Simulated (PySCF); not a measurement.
Harmonic spectrum computed at PBE in the def2-SVP basis family (core potentials from Rb on, PySCF, no spin–orbit coupling):

```csv
ω (cm⁻¹),IR (km/mol)
118,2.7
125,17.8
162,3.7
213,65.7
771,33.1
835,31.1
```

Problem. Which molecule gave it? In each, all ligands are bound to the one heavy central atom.
A. VO₂I (singlet)
B. TaO₂I (singlet)
C. NbO₂I (singlet)
D. SbO₂I (singlet)

Solution. D. It has C2v symmetry with Sb–I 2.734 Å, Sb–O 1.848 Å (×2).
